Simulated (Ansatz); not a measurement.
The Se3–H4 bond of FHSeTe (SMILES F[Te][SeH]) is stretched (multiplicity 1, the rest rigid).
Geometry at rest (charge 0, multiplicity 1):
```csv
atom,x (Å),y (Å),z (Å)
Te,0.4218,0.2981,0.7323
F,1.5858,1.3313,-0.4238
Se,-1.0581,-0.7511,-0.9716
H,-0.2320,-1.9480,-1.2318
```

Cores are frozen in the correlated methods. Filled d and f shells under p-block atoms count as core.

Programs: Ansatz (Gaussian orbitals). Values without a source in brackets are computed. In def2 rows elements past Kr take small-core potentials, without spin–orbit coupling.

FIC-MRCISD+Q on CASSCF(4,3)/def2-TZVPP, total energies (hartree):

| R (Å) | CASSCF | MRCISD | weight c² of the reference |
|---|---|---|---|
| 1.477 | -2766.942306 | -2767.422147 | 0.87542 |
| 2.586 | -2766.854271 | -2767.326396 | 0.87361 |
| 4.728 | -2766.836730 | -2767.307805 | 0.87302 |

**Question.** Add the Davidson correction (E_MRCISD − E_CASSCF)(1 − c²)/c² and give the energies above the first point at the three levels.

**Answer.** 
Corrections (hartree): -0.068288, -0.068303, -0.068519. Above the first point (kcal/mol):
- R = 2.586 Å: CASSCF 55.2, MRCISD 60.1, with the correction 60.1
- R = 4.728 Å: CASSCF 66.2, MRCISD 71.8, with the correction 71.6

Doubts at one or more of the structures used: active orbitals that take no part (FIC-MRCISD+Q on CASSCF(4,3)/def2-TZVPP).

Ansatz is a first-principles code.
